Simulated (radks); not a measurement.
Species: Ar3+. Configuration: [Ne] 3s2 3p3. Method: Dirac Kohn-Sham, LDA (Slater exchange, Perdew-Wang correlation), spin-unpolarised, spherical densities, finite nucleus; open shells fill j = l - 1/2 first; Fermi nuclear charge, rms radius 3.4274 fm; computed with a radial shooting solver on a logarithmic mesh with Libxc functionals.

X-ray form factor f0, the Fourier transform of the density (f0(0) = 15):

| sin(theta)/lambda (1/angstrom) | f0 (electrons) |
|---|---|
| 0.05 | 14.781 |
| 0.1 | 14.167 |
| 0.15 | 13.270 |
| 0.2 | 12.232 |
| 0.25 | 11.184 |
| 0.3 | 10.220 |
| 0.4 | 8.692 |
| 0.5 | 7.646 |
| 0.6 | 6.875 |
| 0.8 | 5.590 |
| 1 | 4.419 |
| 1.25 | 3.231 |
| 1.5 | 2.420 |
| 2 | 1.615 |
